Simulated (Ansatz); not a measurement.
Cartesian coordinates (Å):
```xyz
5

O      1.5841    -0.2187     0.1796
Si    -0.0430     0.0025    -0.0493
H     -0.7001    -1.1781    -0.6558
H     -0.3487     1.2192    -0.8366
H     -0.4923     0.1752     1.3622
```
Charge 0, spin multiplicity 2.

The numbers are results of frozen-core CCSD(T)/cc-pVTZ // B3LYP-D3(BJ)/def2-TZVP (Ansatz, a quantum-chemistry and plane-wave program), not measurements.

* **HF energy**: -365.56261 Ha
* **MP2 correlation energy**: -0.31526 Ha

Q: Estimate the CCSD correlation energy, the (T) correction, the total energy and the T1 diagnostic.

A: 
```yaml
CCSD correlation energy: -0.35001 Ha
"(T) correction": -0.01007 Ha
CCSD(T) total energy: -365.92269 Ha
T1 diagnostic: 0.020
```
